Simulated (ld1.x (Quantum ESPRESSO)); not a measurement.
vanadium (V): TM semilocal pseudisation with LDA (PZ), scalar-relativistic reference atom.

ld1.x (Quantum ESPRESSO) 7.5 was run on this input:

```
&input
   title='V', zed=23., rel=1, dft='PZ', iswitch=3,
   config='[Ar] 3d3 4s2 4p0',
   nld=3, rlderiv=3.10, eminld=-2.0, emaxld=5.0, deld=0.02
 /
 &inputp
   pseudotype=1, tm=.true., lloc=2,
   nlcc=.false.,
   file_pseudopw='V.pp', file_wfcaegen='ae.wfc', file_wfcncgen='nc.wfc'
 /
3
4S  1  0   2.00   0.00  2.75  2.75  0.0
4P  2  1   0.00   0.00  2.85  2.85  0.0
3D  3  2   3.00   0.00  2.35  2.35  0.0
 &test
   configts(1)='3d3 4s2 4p0'
 /
```

Command:

```bash
ld1.x < V.in > V.out
```

Resulting log (shortened: banner, matrices, multipoles, cross overlaps and the repeated all-electron block are left out):

```
Program LD1 v.7.5
     --------------------------- All-electron run ----------------------------

     V
     scalar relativistic calculation

     atomic number is 23.00
     dft =PZ   lsd =0 sic =0 latt =0  beta=0.20 tr2=1.0E-14
     Exchange-correlation= PZ
                           (   1   1   0   0   0   0   0)
     mesh =1181 r(mesh) = 100.93793 a.u. xmin = -7.00 dx = 0.01250
     1 Ry =  13.60569312 eV, c = 137.03599908

     n l     nl                  e(Ry)          e(Ha)          e(eV)
     1 0     1S 1( 2.00)      -393.3037      -196.6518     -5351.1689
     2 0     2S 1( 2.00)       -44.1790       -22.0895      -601.0860
     2 1     2P 1( 6.00)       -36.9577       -18.4788      -502.8345
     3 0     3S 1( 2.00)        -5.1322        -2.5661       -69.8273
     3 1     3P 1( 6.00)        -3.2306        -1.6153       -43.9546
     3 2     3D 1( 3.00)        -0.3954        -0.1977        -5.3801
     4 0     4S 1( 2.00)        -0.3567        -0.1783        -4.8529
     4 1     4P 1( 0.00)        -0.1125        -0.0562        -1.5301

     final scf error:  4.9E-16 reached in  27 iterations

     Etot =   -1894.116398 Ry,    -947.058199 Ha,  -25770.766454 eV

     Ekin =    1910.647897 Ry,     955.323949 Ha,   25995.688953 eV
     Encl =   -4512.265327 Ry,   -2256.132663 Ha,  -61392.497328 eV
     Eh   =     793.743503 Ry,     396.871751 Ha,   10799.430514 eV
     Exc  =     -86.242471 Ry,     -43.121235 Ha,   -1173.388593 eV

     normalization and overlap integrals

     s(1S/1S) =  1.000000  <r> =   0.0666  <r2> =    0.0060  r(max) =   0.0435
     s(2S/2S) =  1.000000  <r> =   0.3091  <r2> =    0.1129  r(max) =   0.2565
     s(2P/2P) =  1.000000  <r> =   0.2745  <r2> =    0.0929  r(max) =   0.2074
     s(3S/3S) =  1.000000  <r> =   0.9504  <r2> =    1.0435  r(max) =   0.8204
     s(3P/3P) =  1.000000  <r> =   1.0180  <r2> =    1.2241  r(max) =   0.8411
     s(3D/3D) =  1.000000  <r> =   1.4464  <r2> =    2.8383  r(max) =   0.8843
     s(4S/4S) =  1.000000  <r> =   3.3220  <r2> =   12.7668  r(max) =   2.7237
     s(4P/4P) =  1.000000  <r> =   4.6184  <r2> =   25.2147  r(max) =   3.6310

     ------------------------ End of All-electron run ------------------------

     --------------------- Generating NC pseudopotential ---------------------

      Generating local pot.: lloc=2, matching radius rcloc =   2.3500

      Wfc   4S  rcut= 2.758  Using Troullier-Martins method

      Wfc   4P  rcut= 2.828  Using Troullier-Martins method

     ------------------- End of pseudopotential generation -------------------

     Computing logarithmic derivative in   3.10581
     Computing logarithmic derivative in   3.10581
     Computing the partial wave expansion
     R is outside the sphere for l=    0 j= 0.00
     R is outside the sphere for l=    1 j= 0.00
       no projector for channel:   2

     ---------------------- Testing the pseudopotential ----------------------

     V
     scalar relativistic calculation

     atomic number is 23.00   valence charge is  5.00
     dft =PZ   lsd =0 sic =0 latt =0  beta=0.20 tr2=1.0E-14
     mesh =1181 r(mesh) = 100.93793 xmin = -7.00 dx = 0.01250

     n l     nl             e AE (Ry)        e PS (Ry)    De AE-PS (Ry)
     3 2     3D   1( 3.00)       -0.39543       -0.39543        0.00000
     1 0     4S   1( 2.00)       -0.35668       -0.35668        0.00000
     2 1     4P   1( 0.00)       -0.11246       -0.11246       -0.00000

     eps = 2.0E-16  iter = 12

     Etot =   -1894.116398 Ry,    -947.058199 Ha,  -25770.766454 eV
     Etotps =   -11.548089 Ry,      -5.774045 Ha,    -157.119758 eV

     Ekin =      18.388518 Ry,       9.194259 Ha,     250.188532 eV
     Encl =     -38.153265 Ry,     -19.076632 Ha,    -519.101615 eV
     Ehrt =      10.548837 Ry,       5.274418 Ha,     143.524239 eV
     Ecxc =      -2.951571 Ry,      -1.475785 Ha,     -40.158163 eV
     Epseu=       0.619391 Ry,       0.309696 Ha,       8.427250 eV

     ---------------------- End of pseudopotential test ----------------------
```

Generation and configuration tests took about 2.8 s on one core of a shared server CPU.
